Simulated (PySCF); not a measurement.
# Two-component Hartree-Fock for Ga⁺ (gallium, charge +1)

Start: [Ar] 3d10 4s2. Calculated with PySCF 2.14 in x2c-TZVPPall-2c: generalised Hartree-Fock with the X2C-1e Hamiltonian and a Gaussian nucleus; one run each with spin-orbit coupling (SO) switched off, then screened by Boettger's factors.

| spinor shell | electrons | ε, spin-free (eV) | ε, screened SO (eV) | weight of nominal j (screened SO) | rms radius, screened SO (bohr) |
| --- | --- | --- | --- | --- | --- |
| 1s1/2 | 2 | -10449.8 | -10449.6 | 1.000 | 0.0560 |
| 2s1/2 | 2 | -1349.5 | -1349.4 | 1.000 | 0.235 |
| 2p1/2 | 2 | -1171.2 | -1190.2 | 1.000 | 0.209 |
| 2p3/2 | 4 | -1171.2 | -1162.1 | 1.000 | 0.212 |
| 3s1/2 | 2 | -187.28 | -187.28 | 1.000 | 0.698 |
| 3p1/2 | 2 | -131.29 | -133.94 | 1.000 | 0.730 |
| 3p3/2 | 4 | -131.29 | -130.02 | 1.000 | 0.741 |
| 3d3/2 | 4 | -39.919 | -40.226 | 1.000 | 0.891 |
| 3d5/2 | 6 | -39.919 | -39.713 | 1.000 | 0.897 |
| 4s1/2 | 2 | -19.032 | -19.032 | 1.000 | 2.49 |

| quantity | spin-free | screened SO |
| --- | --- | --- |
| E (hartree) | -1941.93307 | -1941.99613 |
| M_J | 0 | 0 |
| ⟨J²⟩ | 0.000 | 0.000 |
| ⟨L²⟩ | 0.000 | 0.002 |
| ⟨S²⟩ | 0.000 | 0.002 |

Without spin-orbit coupling the j labels of p, d and f shells carry no meaning; the spin-free column gives the mean over the occupied spinors of each nl shell.
